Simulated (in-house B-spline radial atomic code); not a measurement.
Cd⁷⁺. Computed with a B-spline radial atomic code. Model: all-electron spherical atom, spin shells full or empty, radial basis limit, no spin-orbit coupling, Breit or QED, empty-state partial waves extrapolated as (l+1/2)^-4, RPA, G0W0 and static COHSEX of the highest shell as one setting changes (uncorrelated shells keep exact exchange).

Given: element Cd; charge 7; filled core Kr; hamiltonian one-electron scalar X2C; mean-field start LDA VWN5; highest l of empty states 9; nuclear rms radius 4.6087 fm; highest mean-field shell 4d up.

Shell: 4d 5 0 (electrons up and down).

```csv
lowest nl shells left uncorrelated,RPA correlation energy (hartree),G0W0 level (eV),G0W0 minus most complete (meV),COHSEX level (eV),linearised minus solved G0W0 (meV)
0,-3.1966,-131.95,0,-135.27,-15.6
1,-3.0248,-131.95,0.2,-135.27,-15.6
2,-2.8325,-131.94,5,-135.26,-15.6
3,?,?,?,?,?
4,-2.1039,-131.92,26.8,-135.25,-15.5
5,?,?,?,?,?
6,-0.75652,-131.77,180.5,-134.89,-15.2
7,-0.60177,-131.84,111.8,-134.78,-15.1
8,-0.155,-132.25,-303.8,-134.38,-12.6
```

Q: What follows for lowest nl shells left uncorrelated = 5?

A: RPA correlation energy -1.5787 hartree; G0W0 level -131.89 eV; G0W0 minus most complete 61.3 meV; COHSEX level -135.18 eV; linearised minus solved G0W0 -15.4 meV.

Q: What follows for lowest nl shells left uncorrelated = 3?

A: RPA correlation energy -2.2832 hartree; G0W0 level -131.93 eV; G0W0 minus most complete 17.1 meV; COHSEX level -135.27 eV; linearised minus solved G0W0 -15.5 meV.
